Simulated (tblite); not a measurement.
Compound: C5H5O2P.
Cartesian coordinates in Å at the GFN2-xTB level; atoms count from 1:
```
atom  x, y, z in Å
C1     2.0655    1.2766    0.1332
C2     1.4738    0.4079   -0.4406
C3     0.7041   -0.6529   -1.0349
P4    -0.7010   -1.1058    0.0767
O5    -1.4768   -2.2703   -0.3260
O6    -0.0416   -1.3182    1.5204
C7    -1.6150    0.4169    0.2282
C8    -2.2864    1.4102    0.2718
H9     2.6113    2.0482    0.5880
H10    1.3096   -1.5539   -1.1729
H11    0.2976   -0.3499   -2.0014
H12    0.5187   -0.5953    1.8104
H13   -2.8642    2.2872    0.3294
```

Method: GFN2-xTB as coded in tblite; computed harmonic values from a numerical Hessian at the method's own geometry, unscaled. The method is semi-empirical: single wavenumbers can be off by several per cent or more. One conformer, not necessarily the lowest.

Harmonic wavenumbers (cm⁻¹): 46.2, 83.6, 116.8, 124.6, 243.2, 264.1, 297.6, 353.4, 367.8, 379.2, 408.3, 449.3, 610.7, 640.3, 654.3, 674.6, 677.3, 747.9, 793.9, 815.8, 883.6, 1004.3, 1067.8, 1176.4, 1298.4, 1389.7, 2219.3, 2288.6, 2935.8, 2970.4, 3364.3, 3399.5, 3555.7.

A = 2252, B = 1565, C = 1195 MHz; mass 128.003 u (most abundant isotopes); point group C1, symmetry number 1.

Q: Zero-point energy?

A: Half the sum of the wavenumbers: 18151 cm⁻¹ = 217.14 kJ/mol.

Q: Give the ideal-gas entropy at 400 K and 1 bar in the rigid-rotor, harmonic-oscillator model (classical rotation).

A: Translation 175.48, rotation 123.85, vibration 155.35: S = 454.7 J/(mol K).

Q: And Cp and H(400 K) − H(0)?

A: Cp = 180.15 J/(mol K), of which vibrations give 146.89 (their classical limit is 33 R = 274.4); H(400 K) − H(0) = 45.53 kJ/mol without the zero-point energy, 32.23 from vibrations.

Q: Which modes carry the vibrational entropy at 400 K?

A: 46.2 cm⁻¹: 23.25; 83.6 cm⁻¹: 18.34; 116.8 cm⁻¹: 15.59; 124.6 cm⁻¹: 15.06; 243.2 cm⁻¹: 9.69; 264.1 cm⁻¹: 9.05 J/(mol K); the other 27 give 64.39 together.

Q: How do the functions run with temperature in this model?

A: 
```csv
T (K),S (J/(mol K)),Cp (J/(mol K)),H − H(0) (kJ/mol),G − H(0) (kJ/mol),ln q(vib)
150,320.3,97.7,9.59,-38.46,2.76
250,379.9,137.8,21.43,-73.55,5.26
298.15,405.6,153.7,28.46,-92.47,6.48
600,534.6,213.1,85.17,-235.58,13.60
900,626.9,241.9,153.79,-410.45,19.61
```

q(vib) and H(0) count from the zero-point level.

Q: What must be added to the electronic energy to get the Gibbs energy at 400 K and 1 bar?

A: ZPE + [H(400 K) − H(0)] − T·S = 217.14 + 45.53 − 181.87 = 80.80 kJ/mol.

Hindered rotation and anharmonicity are outside this model. Other conformers, if any are populated, would add a mixing term that is left out. The structure is chiral; the term R ln 2 for an equal mix with its mirror image is left out.
